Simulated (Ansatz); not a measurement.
System: sum formula H4SiNO3, net charge 0, doublet state. It need not be the lowest isomer of its formula. 
Coordinates optimised at B3LYP-D3(BJ)/def2-TZVP (Ansatz, a quantum-chemistry and plane-wave program):
SMILES: N[Si]([O])(O)O
```xyz
9

N     -1.4829    -0.7132    -0.0706
Si     0.0829     0.0195     0.0199
O      0.4089    -0.3829     1.5495
O      0.0192     1.6290    -0.2789
O      1.0351    -0.6624    -1.1131
H     -1.5530    -1.7141    -0.1912
H     -2.2487    -0.3542     0.4810
H     -0.0499     2.2129     0.4805
H      1.3654    -0.0955    -1.8141
```
Charge 0, spin multiplicity 2.

Basis-set convergence of Hartree-Fock and MP2 correlation energies (hartree) with Ansatz. Correlated levels leave the core frozen unless marked. Open shells are spin-unrestricted. No spin-orbit coupling. No relativistic terms.

```json
[
 {"basis": "cc-pV(D+d)Z", "functions": "99", "E(HF)": "-570.44515", "E(corr, MP2)": "-0.77546"},
 {"basis": "cc-pV(T+d)Z", "functions": "215", "E(HF)": "-570.57859", "E(corr, MP2)": "-0.99685"},
 {"basis": "cc-pV(Q+d)Z", "functions": "404", "E(HF)": "-570.60689", "E(corr, MP2)": "-1.07818"}
]
```

Extrapolating the two largest sets (X = 3 and 4) as X^-3: E(corr) = (64·(-1.07818) - 27·(-0.99685))/37 = -1.1375 Eh, an estimate of the basis-set limit. The largest set recovers 94.8 % of it, the smallest 68.2 %.
